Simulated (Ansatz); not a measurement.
```xyz
9

N    -0.519   -1.663   -0.587
B    -0.392   -0.482    0.124
Cl   -1.386   -0.180    1.556
O     0.537    0.441   -0.331
C     0.798    1.628    0.222
S     1.890    2.652   -0.359
H    -1.165   -2.387   -0.331
H     0.038   -1.849   -1.403
H     0.200    1.840    1.109
```

Charge 0, multiplicity 1.

Question: List the CAM-B3LYP/def2-TZVPP orbital energies in eV (Ansatz). (Best estimate.)

Answer: The calculation gave: Occupied: -2764.74, -2419.29, -524.23, -392.10, -282.21, -259.54, -217.34, -198.59, -198.45, -198.43, -188.18, -161.90, -161.89, -161.69, -32.26, -26.86, -25.23, -23.67, -19.55, -17.61, -16.76, -15.94, -14.58, -14.35, -13.07, -11.77, -11.51, -11.08, -10.37, -9.20, -8.06. Lowest empty: -0.69, 1.31, 1.91, 2.48, 2.65, 3.29, 3.92, 4.16.
